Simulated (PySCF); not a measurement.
Computed shifts of a molecule C4H5BO, PBE/pcSseg-1 in PySCF, GIAO, gas phase, equivalent atoms averaged, in ppm (number of nuclei): ¹³C: 136.2 (1), 94.5 (1), 87.1 (2). ¹H: 5.48 (1), 5.10 (4). References: ¹³C against TMS (σ = 182.0 ppm); ¹¹B against BF3 (σ = 83.9 ppm); ¹⁷O against H2O (σ = 334.3 ppm); ¹H against TMS (σ = 31.49 ppm), references at their B3LYP-D3(BJ)/def2-TZVP geometries, non-relativistic. Geometry optimised at PBE0-D3(BJ)/def2-SVP. Other conformers were not sampled.

**Question.** Which structure fits?
A) C#CB(C)C=O
B) C#CB1COC1
C) OB1C=CC=C1
D) C#CB(O)C=C

**Answer.** B, C#CB1COC1
